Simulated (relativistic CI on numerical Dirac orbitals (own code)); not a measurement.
Racah parameters of the free ion Co²⁺ from its measured terms

Problem. The configuration 3p⁶3d⁷ of Co²⁺ has the measured levels ⁴F: 1866.8 (J = 3/2), 1451.3 (J = 5/2), 841.2 (J = 7/2), 0.0 (J = 9/2); ⁴P: 15811.4 (J = 1/2), 15428.2 (J = 3/2), 15201.9 (J = 5/2); ²G: 17766.2 (J = 7/2), 16977.6 (J = 9/2) cm⁻¹ (Sugar and Corliss, J. Phys. Chem. Ref. Data 10, 1097 (1981)). Find B and C, and predict the term ²H.

Working.
1. Centres of gravity, weighted by 2J + 1: ⁴F 818.0, ⁴P 15378.9, ²G 17328.1 cm⁻¹.
2. ⁴P − ⁴F = 15B gives B = 14560.9/15 = 971 cm⁻¹.
3. ²G − ⁴F = 4B + 3C gives C = (16510.1 − 3882.9)/3 = 4209 cm⁻¹, and C/B = 4.34.
4. ²H − ⁴F = 9B + 3C = 21364 cm⁻¹.

Check. The measured centre of ²H lies 22227 cm⁻¹ above that of ⁴F, so the two-parameter theory misses by -863 cm⁻¹; fits add the Trees term αL(L + 1) for such residues. The calculated radial integrals (Dirac-KLI orbitals, unscaled: F² = 93085, F⁴ = 57778 cm⁻¹) give B = F²/49 − 5F⁴/441 = 1245 and C = 35F⁴/441 = 4586 cm⁻¹, so the measured B is 78 % and C 92 % of them. A complex lowers B further; the nephelauxetic ratio is taken against the free-ion value found here.
